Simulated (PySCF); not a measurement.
C2H7Si (SMILES [CH2][SiH2]C), doublet, geometry from GFN2-xTB; PBE0/STO-3G (PySCF).

PySCF was given this input:
```python
from pyscf import gto, scf, dft

mol = gto.Mole()
mol.atom = '''
    C     1.521742    0.610080    0.154806
    Si    0.090752   -0.486665   -0.243658
    C    -1.511879    0.361273    0.314774
    H     2.538626    0.318024   -0.040219
    H     1.413876    1.586748    0.593200
    H     0.027452   -0.747493   -1.692721
    H     0.229928   -1.783053    0.441840
    H    -1.510541    0.547025    1.385012
    H    -2.379465   -0.252284    0.090844
    H    -1.649581    1.316233   -0.184230
'''
mol.basis = 'sto-3g'
mol.charge = 0
mol.spin = 1
mol.verbose = 4
mol.build()

mf = dft.UKS(mol)
mf.xc = 'pbe0'
mf.grids.atom_grid = (99, 590)
mf.grids.prune = None
mf.kernel()
```

Problem. Predict the main parts of the log of this PySCF run.

Solution. 
```
PySCF version 2.14.0

[INPUT] verbose = 4
[INPUT] num. atoms = 10
[INPUT] num. electrons = 33
[INPUT] charge = 0
[INPUT] spin (= nelec alpha-beta = 2S) = 1
[INPUT] symmetry False subgroup None
[INPUT] Mole.unit = angstrom
[INPUT] Symbol           X                Y                Z      unit          X                Y                Z       unit  Magmom
[INPUT]  1 C      1.521742000000   0.610080000000   0.154806000000 AA    2.875675612248   1.152884114075   0.292540942439 Bohr   0.0
[INPUT]  2 Si     0.090752000000  -0.486665000000  -0.243658000000 AA    0.171496425257  -0.919663564411  -0.460446888059 Bohr   0.0
[INPUT]  3 C     -1.511879000000   0.361273000000   0.314774000000 AA   -2.857037243481   0.682707026200   0.594836651134 Bohr   0.0
[INPUT]  4 H      2.538626000000   0.318024000000  -0.040219000000 AA    4.797307872700   0.600978261039  -0.076002895004 Bohr   0.0
[INPUT]  5 H      1.413876000000   1.586748000000   0.593200000000 AA    2.671838414096   2.998519148701   1.120985537092 Bohr   0.0
[INPUT]  6 H      0.027452000000  -0.747493000000  -1.692721000000 AA    0.051876761572  -1.412557050030  -3.198779095300 Bohr   0.0
[INPUT]  7 H      0.229928000000  -1.783053000000   0.441840000000 AA    0.434500948369  -3.369481835584   0.834956590878 Bohr   0.0
[INPUT]  8 H     -1.510541000000   0.547025000000   1.385012000000 AA   -2.854508789927   1.033727433290   2.617293359236 Bohr   0.0
[INPUT]  9 H     -2.379465000000  -0.252284000000   0.090844000000 AA   -4.496537172988  -0.476747665610   0.171670280060 Bohr   0.0
[INPUT] 10 H     -1.649581000000   1.316233000000  -0.184230000000 AA   -3.117256310286   2.487319886115  -0.348144243929 Bohr   0.0

nuclear repulsion = 106.045806169988
number of shells = 18
number of NR pGTOs = 78
number of NR cGTOs = 26
basis = sto-3g
ecp = {}

******** <class 'pyscf.dft.uks.UKS'> ********
method = UKS
initial guess = minao
damping factor = 0
level_shift factor = 0
DIIS = <class 'pyscf.scf.diis.CDIIS'>
diis_start_cycle = 1
diis_space = 8
diis_damp = 0
SCF conv_tol = 1e-09
SCF conv_tol_grad = None
SCF max_cycles = 50
direct_scf = True
direct_scf_tol = 1e-13
number electrons alpha = 17  beta = 16
XC library pyscf.dft.libxc version 7.1.2
    S. Lehtola, C. Steigemann, M. J. T. Oliveira, and M. A. L. Marques,  SoftwareX 7, 1–5 (2018)
XC functionals = pbe0
    C. Adamo and V. Barone,  J. Chem. Phys. 110, 6158 (1999)
    M. Ernzerhof and G. E. Scuseria,  J. Chem. Phys. 110, 5029 (1999)
radial grids:
    Treutler-Ahlrichs [JCP 102, 346 (1995); DOI:10.1063/1.469408] (M4) radial grids

becke partition: Becke, JCP 88, 2547 (1988); DOI:10.1063/1.454033
pruning grids: None
grids dens level: 3
symmetrized grids: False
atomic radii adjust function: <function treutler_atomic_radii_adjust>
User specified grid scheme (99, 590)
small_rho_cutoff = 0
Set gradient conv threshold to 3.16228e-05
tot grids = 584104
init E= -365.072137663122

cycle= 1 E= -365.322752131013  delta_E= -0.251  |g|= 0.187  |ddm|= 2.49
cycle= 2 E= -365.33442437158  delta_E= -0.0117  |g|= 0.146  |ddm|= 0.471
cycle= 3 E= -365.348165006185  delta_E= -0.0137  |g|= 0.012  |ddm|= 0.212
cycle= 4 E= -365.348294996616  delta_E= -0.00013  |g|= 0.00651  |ddm|= 0.0291
cycle= 5 E= -365.348330112934  delta_E= -3.51e-05  |g|= 0.00124  |ddm|= 0.0116
cycle= 6 E= -365.348332441718  delta_E= -2.33e-06  |g|= 0.000287  |ddm|= 0.00405
cycle= 7 E= -365.34833252962  delta_E= -8.79e-08  |g|= 6.19e-05  |ddm|= 0.000736
cycle= 8 E= -365.348332533288  delta_E= -3.67e-09  |g|= 1.06e-05  |ddm|= 0.000125
cycle= 9 E= -365.348332533499  delta_E= -2.12e-10  |g|= 3.12e-06  |ddm|= 3.47e-05
Extra cycle  E= -365.348332533517  delta_E= -1.79e-11  |g|= 1.34e-06  |ddm|= 8.9e-06
converged SCF energy = -365.348332533517  <S^2> = 0.75530359  2S+1 = 2.0052966
```
